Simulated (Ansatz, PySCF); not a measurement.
C3H8As, SMILES C[C](C)[AsH2], multiplicity 2. Atoms are numbered in the order given.

```xyz
12

C     -1.0547     1.8023     0.0449
C     -0.7843     0.3658    -0.2719
C     -1.9504    -0.5395    -0.5129
As     0.9261    -0.4064     0.2212
H     -1.5311     1.9276     1.0404
H     -1.7591     2.2375    -0.6881
H     -0.1424     2.4196     0.0431
H     -2.6490    -0.0899    -1.2426
H     -2.5415    -0.7133     0.4114
H     -1.6523    -1.5279    -0.8966
H      1.0155    -1.3843    -0.9559
H      1.7943     0.6536    -0.4662
```
Charge 0, spin multiplicity 2.

Coordinates come from a B3LYP-D3(BJ)/def2-SVP optimisation. The isomer is the one that the SMILES or the coordinates give; other isomers of the formula were not compared.

Two levels are set side by side: PBE-D3(BJ)/def2-SVP (Ansatz, a quantum-chemistry and plane-wave program) and B3LYP-D3(BJ)/def2-SVP (Ansatz). Each level has its own optimised geometry; the coordinates shown are those of the second. Frequencies come from the Hessian of PySCF at each geometry. Differences are taken from unrounded values.

| quantity | B3LYP-D3(BJ) | PBE-D3(BJ) | PBE-D3(BJ) minus B3LYP-D3(BJ) |
|---|---|---|---|
| mean bond length (Å) | 1.330 | 1.337 | 0.006 |
| bond C1–C2 (Å) | 1.496 | 1.495 | 0.000 |
| bond C2–C3 (Å) | 1.496 | 1.495 | 0.000 |
| bond C2–As4 (Å) | 1.940 | 1.942 | 0.001 |
| bond C1–H5 (Å) | 1.111 | 1.119 | 0.008 |
| bond C1–H6 (Å) | 1.106 | 1.114 | 0.008 |
| bond C1–H7 (Å) | 1.101 | 1.109 | 0.008 |
| bond C3–H8 (Å) | 1.106 | 1.114 | 0.008 |
| bond C3–H9 (Å) | 1.111 | 1.119 | 0.008 |
| bond C3–H10 (Å) | 1.101 | 1.109 | 0.008 |
| bond As4–H11 (Å) | 1.533 | 1.544 | 0.011 |
| bond As4–H12 (Å) | 1.533 | 1.544 | 0.011 |
| highest harmonic wavenumber (cm⁻¹) | 3098 | 3043 | -55 |
| mean harmonic wavenumber (cm⁻¹) | 1380 | 1343 | -37 |
| zero-point energy (kcal/mol) | 59.20 | 57.61 | -1.60 |

GGA bonds tend to be longer and softer than those of functionals with exact exchange. Differences between two approximate levels are no errors against the true value.
